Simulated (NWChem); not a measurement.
All runs are NWChem calculations. System: Br (+1), charge 1, spin multiplicity 3. Its SCF solution wasn't tested for a lower state. Level: UB2PLYP/def2-QZVP, 9 core orbitals frozen.

Input file:

```
start mol
memory heap 200 mb stack 900 mb global 1100 mb
charge 1
geometry units angstroms nocenter noautoz
  Br     0.000000     0.000000     0.000000
  symmetry group D2h
end
basis spherical
  * library def2-qzvp
end
dft
  xc hfexch 0.53 becke88 0.47 lyp 0.73 mp2 0.27
  dftmp2
  odft
  mult 3
  semidirect memsize 60000000 filesize 0
  iterations 100
end
mp2
  freeze core 9
end
task dft energy
```

Part of the output:

```
             Northwest Computational Chemistry Package (NWChem) 7.3.0
             --------------------------------------------------------

                                NWChem Input Module
                                -------------------

 Scaling coordinates for geometry "geometry" by  1.889725989
 (inverse scale =  0.529177249)

                             Geometry "geometry" -> ""
                             -------------------------

 Output coordinates in angstroms (scale by  1.889725989 to convert to a.u.)

  No.       Tag          Charge          X              Y              Z
 ---- ---------------- ---------- -------------- -------------- --------------
    1 Br                  35.0000     0.00000000     0.00000000     0.00000000

 Effective nuclear repulsion energy (a.u.)       0.0000000000

            Nuclear Dipole moment (a.u.)
            ----------------------------
        X                 Y               Z
 ---------------- ---------------- ----------------
     0.0000000000     0.0000000000     0.0000000000

      Symmetry information
      --------------------

 Group name             D2h
 Group number             26
 Group order               8
 No. of unique centers     1

      Symmetry unique atoms

     1


 Summary of "ao basis" -> "" (spherical)
 ------------------------------------------------------------------------------
       Tag                 Description            Shells   Functions and Types
 ---------------- ------------------------------  ------  ---------------------
 *                         def2-qzvp                  on all atoms

  dft_input: which_mp2 not specified, using semidirect MP2 by default.

                                 NWChem DFT Module
                                 -----------------

 Summary of "ao basis" -> "ao basis" (spherical)
 ------------------------------------------------------------------------------
       Tag                 Description            Shells   Functions and Types
 ---------------- ------------------------------  ------  ---------------------
 Br                        def2-qzvp                25       75   11s7p4d2f1g

 Summary of "ao basis" -> "ao basis" (spherical)
 ------------------------------------------------------------------------------
       Tag                 Description            Shells   Functions and Types
 ---------------- ------------------------------  ------  ---------------------
 Br                        def2-qzvp                25       75   11s7p4d2f1g

      Symmetry analysis of basis
      --------------------------

        ag         22
        au          2
        b1g         6
        b1u        11
        b2g         6
        b2u        11
        b3g         6
        b3u        11

            General Information
            -------------------
          SCF calculation type: DFT
          Wavefunction type:  spin polarized.
          No. of atoms     :     1
          No. of electrons :    34
           Alpha electrons :    18
            Beta electrons :    16
          Charge           :     1
          Spin multiplicity:     3
          Use of symmetry is: on ; symmetry adaption is: on
          Maximum number of iterations: 100
          AO basis - number of functions:    75
                     number of shells:    25
          Convergence on energy requested:  1.00D-06
          Convergence on density requested:  1.00D-05
          Convergence on gradient requested:  5.00D-04

              XC Information
[...]
    16     -0.213573  1 Br py                31      0.198405  1 Br py
    19     -0.166106  1 Br py                13      0.105944  1 Br py
    22      0.059409  1 Br py

 Vector   19  Occ=0.000000D+00  E=-2.399683D-02  Symmetry=ag
              MO Center=  2.3D-15,  2.5D-15,  5.1D-15, r^2= 3.5D+00
   Bfn.  Coefficient  Atom+Function         Bfn.  Coefficient  Atom+Function
  ----- ------------  ---------------      ----- ------------  ---------------
    10      2.929373  1 Br s                 11     -2.448472  1 Br s
     9     -0.745185  1 Br s                  7     -0.385755  1 Br s
     6      0.112398  1 Br s                  4      0.062498  1 Br s
     5      0.054718  1 Br s                  8      0.031195  1 Br s
    50      0.027761  1 Br d  0

   alpha - beta orbital overlaps
   -----------------------------

   alpha      1      2      3      4      5      6      7      8      9     10
    beta      1      2      4      3      5      6      8      7      9     11
 overlap   1.000  1.000  1.000  1.000  1.000  1.000  1.000  1.000  1.000  1.000

   alpha     11     12     13     14     15     16     17     18     19     20
    beta     10     12     13     14     15     18     17     16     19     22
 overlap   1.000  1.000  1.000  1.000  0.998  0.994  0.994  1.000  0.999  0.994

   alpha     21     22     23     24     25     26     27     28     29     30
    beta     21     20     26     27     24     25     23     29     28     30
 overlap   0.994  1.000  0.999  0.999  1.000  1.000  0.998  1.000  1.000  1.000

   alpha     31     32     33     34     35     36     37     38     39     40
    beta     31     33     32     34     37     36     35     41     42     38
 overlap   1.000  0.997  0.997  1.000  0.996  0.996  1.000  0.999  0.999  1.000

   alpha     41     42     43     44     45     46     47     48     49     50
    beta     39     40     43     44     45     47     46     53     54     49
 overlap   1.000  0.999  1.000  1.000  1.000  1.000  1.000  1.000  1.000  1.000

   alpha     51     52     53     54     55     56     57     58     59     60
    beta     48     51     50     52     55     56     57     58     59     60
 overlap   1.000  1.000  1.000  1.000  1.000  1.000  1.000  1.000  1.000  1.000

   alpha     61     62     63     64     65     66     67     68     69     70
    beta     61     62     63     64     65     66     67     68     70     69
 overlap   1.000  1.000  1.000  1.000  1.000  1.000  1.000  1.000  1.000  1.000

   alpha     71     72     73     74     75
    beta     71     72     73     74     75
 overlap   1.000  1.000  1.000  1.000  1.000

     --------------------------
     Expectation value of S2:
     --------------------------
      <S2> =      2.0045 (Exact =     2.0000)

                   NWChem MP2 Semi-direct Energy/Gradient Module
                   ---------------------------------------------

  Basis functions       =     75
  Molecular orbitals    =     75
  Frozen core           =      9
  Frozen virtuals       =      0
  Active alpha occupied =      9
  Active beta occupied  =      7
  Active alpha virtual  =     57
  Active beta virtual   =     59
  Use MO symmetry       = T
  Use skeleton AO sym   = T

  AO/Fock/Back tols     =   1.0D-09  1.0D-09  1.0D-09

 GA uses MA = F    GA memory limited = T

 Available:
  local mem=  4.43D+07
 global mem=  1.44D+08
 local disk=  0.00D+00
  mp2_memr nvloc                    57
  nvloc new                    57
   1 passes of   9:        7340032                      53859                   4980667.
   1 passes of   9: M     44321343           G      144167950           F      36981311.

 Semi-direct pass number   1 of   1  for UHF alpha       at        7.6s
  vrange nnbf                  2850
  mp2_eaftype                    18  avail_ma_in_mb                   386
 EAF : mp2_eaftype filesize          18    2490333.
  mp2_eaf for mointskh                     18
Node 0 wrote     11.7 Mb in      0.0 s     Agg I/O rate:   527.8 Mb/s
 Done moints_semi at       16.3s
  mp2_eaftype                    18  avail_ma_in_mb                   386
 EAF : mp2_eaftype filesize          18    2490333.
  mp2_eaf for kh                    18
 Done maket at       16.4s
 Done multipass loop at       16.4s

 GA uses MA = F    GA memory limited = T

 Available:
  local mem=  4.43D+07
 global mem=  1.44D+08
 local disk=  0.00D+00
  mp2_memr nvloc                    59
  nvloc new                    59
   1 passes of   7:        7340032                      45597                   4011667.
   1 passes of   7: M     44321343           G      144167950           F      36981311.

 Semi-direct pass number   1 of   1  for UHF beta        at       16.5s
  vrange nnbf                  2850
  mp2_eaftype                    15  avail_ma_in_mb                   386
 EAF : mp2_eaftype filesize          15    2005833.
  mp2_eaf for mointskh                     15
Node 0 wrote      9.4 Mb in      0.0 s     Agg I/O rate:   555.0 Mb/s
 Done moints_semi at       26.0s
  mp2_eaftype                    15  avail_ma_in_mb                   386
 EAF : mp2_eaftype filesize          15    2005833.
  mp2_eaf for kh                    15
 Done maket at       26.1s
 Done multipass loop at       26.1s

          -------------------------------------------
          DFT energy                   -2573.279267932796
          Unscaled MP2 energy             -0.326935053154
          Total DFT+MP2 energy         -2573.367540397148
          -------------------------------------------

 -----------------------
 Performance information
 -----------------------

 Timer overhead =  1.50D-07 seconds/call

               Nr. of calls         CPU time (s)                 Wall time (s)                GFlops
             ---------------    -------------------     ------------------------------   -------------------
Name         Min   Avg   Max    Min     Avg     Max     Min     Avg     Max   Mx/calls   Min     Max     Sum
mp2: moin     2     2     2    18.     18.     18.      18.     18.     18.     9.1      0.0     0.0     0.0
mp2: make     2     2     2   0.18    0.18    0.18     0.18    0.18    0.18    9.19E-2   0.0     0.0     0.0
mp2: tota     1     1     1    19.     19.     19.      19.     19.     19.     19.      0.0     0.0     0.0

 The average no. of pstat calls per process was 5.00D+00
 with a timing overhead of 7.52D-07s

 Task  times  cpu:       26.1s     wall:       26.1s

 Total times  cpu:       26.1s     wall:       26.1s
```
